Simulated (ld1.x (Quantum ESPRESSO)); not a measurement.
**bismuth (Bi): excitation energies, all-electron against TM**

```json
{
  "Element": "bismuth",
  "Generator": "ld1.x (Quantum ESPRESSO) 7.5",
  "Type": "norm-conserving Troullier–Martins (Kleinman–Bylander form)",
  "Functional": "LDA (PZ)",
  "Relativity": "fully relativistic",
  "Frozen core": "[Xe] 4f14",
  "Valence charge": "15",
  "Reference configuration": "5d10 6s2 6p2.5 (charge +0.5)",
  "Partial waves": "6p (bound): rc 2.35 bohr; 5d (bound): rc 1.55 bohr; 6s (bound): rc 1.95 bohr",
  "Local potential": "the s channel",
  "Core correction": "none"
}
```

Open shells are filled in proportion to 2j + 1 (rel_dist='average').

Energies are relative to the spin-unpolarised reference configuration 5d10 6s2 6p2.5; without spin polarisation the order of configurations can differ from experiment.

```csv
valence configuration,charge,ΔE all-electron (eV),error AE − PS (meV)
5d10 6s2 6p3,0,-3.281,+0.4
5d10 6s2 6p1,+2,20.769,+4.1
5d10 6s1 6p3,+1,15.681,+1.9
5d10 6s1 6p4,0,6.661,-3.2
5d10 6s2 6p0,+3,44.704,+8.6
```

Question: What are ΔE and the potential's error for 5d9 6s2 6p3?

Answer: ΔE = 30.030 eV all-electron; the error (AE − PS) is -157 meV.

Question: What are ΔE and the potential's error for 5d10 6s2 6p2?

Answer: ΔE = 5.024 eV all-electron; the error (AE − PS) is +0.6 meV.

Levels in the configuration 5d10 6s2 6p2:

| level | all-electron (eV) | pseudo (eV) |
| --- | --- | --- |
| 5d j=3/2 | -37.047 | -37.021 |
| 5d j=5/2 | -34.019 | -33.996 |
| 6s j=1/2 | -22.381 | -22.377 |
| 6p j=1/2 | -13.447 | -13.445 |
| 6p j=3/2 | -11.091 | -11.089 |
